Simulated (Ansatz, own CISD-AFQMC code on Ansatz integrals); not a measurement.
C3H4Si, SMILES `[SiH2]=C1C=C1` (charge 0, multiplicity 1).

Cartesian coordinates (Å):
SMILES: C1(=[SiH2])C=C1
```xyz
8

Si     1.0492    -0.8298     1.1378
C     -0.0211     0.0175    -0.0060
C     -0.4749     1.2305    -0.6104
C     -1.3219     0.2317    -0.5578
H      0.8688    -2.2867     0.9013
H      2.4422    -0.4311     0.8038
H     -0.2471     2.2416    -0.8979
H     -2.2952    -0.1736    -0.7708
```
Charge 0, multiplicity 1.

Frozen-core correlation energies in cc-pVDZ at a geometry from B3LYP-D3(BJ)/def2-TZVP, on an HF energy of -404.70882 Ha (<S^2> = 0.00, restricted and unstable towards unrestricted orbitals). Wave-function levels are from Ansatz, the walk from an own CISD-AFQMC code on Ansatz integrals (time step 0.005/Ha, trial state from CCSD amplitudes, largest double 0.15).

```json
[
 {"level": "MP2", "correlation energy (mHa)": "-475.4"},
 {"level": "CCSD", "correlation energy (mHa)": "-515.9"},
 {"level": "CCSD(T)", "correlation energy (mHa)": "-539.7"}
]
```

Problem. What correlation energy does phaseless AFQMC give, and where does it lie among these levels?

Solution. -541.7 ± 0.4 mHa (one standard error). AFQMC minus each level: MP2 -66.3 mHa, CCSD -25.8 mHa, CCSD(T) -1.9 mHa.
